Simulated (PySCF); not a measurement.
C₆H₇, SMILES [C]1=CC=CCC1, multiplicity 2. Coordinates come from a PBE0-D3(BJ)/def2-SVP optimisation. The isomer is the one that the SMILES or the coordinates give; other isomers of the formula were not compared. Other conformers were not sampled.

Task: Give the equilibrium geometry at PBE0-D3(BJ)/def2-SVP (PySCF confirms it by a frequency run) as a Z-matrix. (Estimate from the structure and the level; the computed values follow.)

Result: Several could match; the one computed here: 
```
C
H 1 1.1012
H 1 1.1082 2 105.93
C 1 1.5049 2 111.25 3 -117.23
C 4 1.3442 1 120.93 2 -154.57
H 4 1.0937 5 120.28 1 175.72
H 5 1.0939 4 120.85 6 -0.99
C 5 1.4739 7 118.66 4 -179.47
C 8 1.3283 5 116.96 7 -167.23
H 8 1.0941 9 123.09 5 -178.37
C 9 1.4776 8 126.56 10 -176.37
H 11 1.1014 9 112.38 8 -151.73
H 11 1.1076 12 106.36 9 118.43
```
Charge 0, spin multiplicity 2.
